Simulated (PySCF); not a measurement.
C2H11GeNOSi.
Numbering: `[CH3:1][CH2:2][O:3][GeH2:4][NH:5][SiH3:6]` (hydrogens: H7, H8, H9 on C1; H10, H11 on C2; H12, H13 on Ge4; H14 on N5; H15, H16, H17 on Si6)

All values: wB97X-D/def2-SVPD (PySCF, non-relativistic), on one gas-phase PBE0-D3(BJ)/def2-SVP geometry that isn't relaxed in the solvent. The solvent is an IEF-PCM continuum (cavity from Bondi-type radii × 1.2), and excitations are vertical TDDFT with non-equilibrium linear response and a frozen core. The model holds no explicit solvent molecules, cavitation or dispersion. Spin–orbit coupling is left out although an atom past zinc is present.

Gas-phase singlets (H = HOMO, L = LUMO):

```
state  E (eV)  λ (nm)      f             leading configurations
   S1   6.474     192  0.015                            H→L 82%
   S2   7.336     169  0.020  H→L+2 51%, H→L+1 18%, H-1→L+2 14%
   S3   7.423     167  0.027                H→L+1 50%, H-1→L 8%
   S4   7.499     165  0.001  H→L+2 28%, H-1→L+2 25%, H-1→L 18%
   S5   7.822     159  0.010  H-1→L 37%, H-1→L+2 20%, H→L+5 10%
```

What are the lowest 5 singlets in dichloromethane (ε = 8.93)?

```csv
state,E (eV),λ (nm),f,leading configurations,change by rank (eV)
S1,6.541,190,0.020,H→L 83%,+0.067
S2,7.354,169,0.029,"H→L+2 47%, H→L+1 32%",+0.018
S3,7.423,167,0.049,"H→L+1 38%, H→L+2 27%, H→L+6 9%",0.000
S4,7.572,164,0.005,"H-1→L+2 52%, H-1→L 14%, H→L+2 10%",+0.073
S5,7.841,158,0.017,"H→L+3 54%, H→L+6 13%, H→L+4 12%",+0.019
```

How does the list change in methanol (ε = 32.61)?

```tsv
state	E (eV)	λ (nm)	f	leading configurations	change by rank (eV)
S1	6.555	189	0.020	H→L 82%	+0.081
S2	7.359	168	0.028	H→L+2 47%, H→L+1 32%	+0.023
S3	7.430	167	0.047	H→L+1 38%, H→L+2 27%, H→L+6 9%	+0.007
S4	7.589	163	0.006	H-1→L+2 55%, H-1→L 13%, H→L+2 9%	+0.090
S5	7.846	158	0.017	H→L+3 55%, H→L+6 13%, H→L+4 12%	+0.024
```

The ground-state energy changes by -0.159 eV from gas to methanol. By how much does the total energy of gas-phase S1 change?

E(S1) = E(S0) + excitation energy, so it changes by -0.159 + 0.081 = -0.078 eV: it is lowered less than the ground state, which is what a blue shift means. This is the vertical state, with the slow part of the continuum still set for S0.

How do the frontier levels move from gas to methanol?

| orbital | gas (eV) | solvent (eV) | change (eV) | Löwdin shares, gas | Löwdin shares, solvent |
| --- | --- | --- | --- | --- | --- |
| LUMO+2 | 2.28 | 2.37 | +0.09 | Ge4 25 %, C2 10 %, H12 10 %, Si6 10 % | Ge4 27 %, O3 13 %, C2 10 %, H12 10 % |
| LUMO+1 | 2.11 | 2.24 | +0.13 | Ge4 29 %, Si6 20 %, H13 11 %, H12 10 % | Ge4 25 %, Si6 23 %, H13 10 %, H12 8 % |
| LUMO | 1.70 | 1.91 | +0.21 | Si6 26 %, Ge4 19 %, H14 12 %, N5 8 % | Si6 27 %, Ge4 20 %, H14 8 %, N5 7 % |
| HOMO | -9.33 | -9.22 | +0.11 | N5 46 %, O3 18 %, Si6 10 %, H16 5 % | N5 51 %, O3 13 %, Si6 11 %, H15 5 % |
| HOMO-1 | -9.81 | -9.84 | -0.03 | O3 52 %, C2 10 %, C1 9 %, Ge4 7 % | O3 53 %, C2 11 %, C1 10 %, Ge4 7 % |
| HOMO-2 | -10.41 | -10.42 | -0.01 | O3 36 %, C2 16 %, H11 8 %, N5 8 % | O3 35 %, C2 17 %, H11 8 %, H10 6 % |
| HOMO-3 | -11.36 | -11.25 | +0.11 | Si6 19 %, Ge4 16 %, H13 14 %, H16 12 % | Si6 18 %, Ge4 17 %, H13 14 %, H16 12 % |

The HOMO–LUMO gap goes from 11.03 to 11.14 eV.

Shape of the structure used: `[CH3:1][CH2:2][O:3][GeH2:4][NH:5][SiH3:6]`: C1–C2–O3–Ge4 -96°, C2–O3–Ge4–N5 61°, O3–Ge4–N5–Si6 -97°.

wB97X-D is run here without its empirical dispersion term; that term would change no orbital, density or response property at a fixed geometry.
